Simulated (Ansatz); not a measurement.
C3H9NOSi, SMILES C(=C\[Si@@H](N)O)/C.

The structure is a stationary point at ωB97X-D3(BJ)/def2-SVP. The structure was generated by enumeration; whether it is a known compound was not checked. Other conformers were not sampled.

Two levels are set side by side: PBE/def2-SVPD (Ansatz, a first-principles code) and PBE0/def2-SVPD (Ansatz). Energy differences of separate SCF runs at the same geometry; the states with an electron removed or added have multiplicity 2 and 2. Differences are taken from unrounded values.

| quantity | PBE0 |
|---|---|
| vertical ionisation energy (eV) | 9.31 |
| vertical singlet–triplet gap (eV) | 4.13 |

Q: What does PBE give, and how far is it from PBE0? (Estimate from the structure and the level; the computed values follow.)

A: 
```csv
quantity,PBE,PBE minus PBE0
vertical ionisation energy (eV),8.89,-0.42
vertical singlet–triplet gap (eV),4.27,0.13
```
